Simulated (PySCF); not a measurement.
TiIH3, SMILES [I][TiH3], multiplicity 1. Geometry optimised at PBE0-D3(BJ)/def2-TZVP. The spin state was assumed, not searched. The structure was generated by enumeration; whether it is a known compound was not checked. The def2 effective core potentials stand for the cores of I; spin–orbit coupling is left out.

Level of theory: PBE0-D3(BJ)/def2-TZVP (PySCF).

Harmonic wavenumbers (cm⁻¹): 272, 302, 302, 548, 562, 562, 1763, 1763, 1799. Rotational constants (GHz): 65.72, 2.075, 2.075; symmetry number 3.

Work out the zero-point energy and the ideal-gas rigid-rotor harmonic-oscillator thermochemistry at 298.15 K and 1 atm.

ZPE = ½ Σ hcν = ½ × 7873 cm⁻¹ = 11.25 kcal/mol. H − E(el) = 14.79 kcal/mol. Entropy in cal/(mol K): translation 41.43, rotation 22.36, vibration 6.00, total 69.79. G − E(el) = -6.02 kcal/mol. Cp = 16.47 cal/(mol K).
